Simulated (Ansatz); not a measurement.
C2HN, SMILES `[CH]C#N` (lower triplet) (charge 0, multiplicity 3). This triplet lies 0.67 eV below the relaxed singlet at the level B3LYP/cc-pVTZ // PBE0-D3(BJ)/def2-TZVP (Ansatz, a first-principles code).

Cartesian coordinates (Å):
```xyz
4

C     -0.6887    -0.0210     0.1888
C      0.6018     0.0112     0.0154
N      1.7923     0.0377    -0.0625
H     -1.7053    -0.0279    -0.1417
```
Charge 0, spin multiplicity 3.

Frozen-core energies in 6-31g from Ansatz at a geometry from PBE0-D3(BJ)/def2-TZVP; the HF reference has <S^2> = 2.40 and the T1 diagnostic is 0.046.

```json
[
 {"level": "HF", "energy (Ha)": "-130.63009"},
 {"level": "MP2", "energy (Ha)": "-130.83246"},
 {"level": "CCSD", "energy (Ha)": "-130.87576"}
]
```

Q: Estimate the energies of CCSD(T), CCSDT, CCSDT(Q) and CCSDTQ, and give each level's difference from CCSDTQ.

A: 
| level | energy (Ha) | difference from CCSDTQ (mHa) |
|---|---|---|
| MP2 | -130.83246 | 53.26 |
| CCSD | -130.87576 | 9.97 |
| CCSD(T) | -130.88343 | 2.30 |
| CCSDT | -130.88456 | 1.16 |
| CCSDT(Q) | -130.88571 | 0.02 |
| CCSDTQ | -130.88572 | 0.00 |
